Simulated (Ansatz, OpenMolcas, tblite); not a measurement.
CH3BCl2O (SMILES COB(Cl)Cl): methods side by side

The species is CH3BCl2O (8 atoms), meant as a singlet with charge 0. As SMILES, `COB(Cl)Cl`. The coordinates come from a PBE0-D4/def2-TZVP relaxation.

Quantity: the HOMO–LUMO gap, in eV. The values are calculated.

```
             level                    kind     program  value (eV)
         IPEA1-xTB          semi-empirical      tblite        6.52
       HF/def2-SVP            Hartree–Fock      Ansatz       16.13
    SVWN5/def2-SVP                     LDA      Ansatz        6.27
      PBE/def2-SVP                     GGA      Ansatz        6.39
   r2SCAN/def2-SVP                meta-GGA  OpenMolcas        7.15
    BHLYP/def2-SVP           global hybrid  OpenMolcas       11.26
CAM-B3LYP/def2-SVP  range-separated hybrid      Ansatz       11.39
   B2PLYP/def2-SVP           double hybrid      Ansatz       11.55
```

The values span 6.27 to 16.13 eV. Orbital gaps aren't excitation energies, and those of double hybrids come from the SCF part alone; they tend to grow with the share of exact exchange.
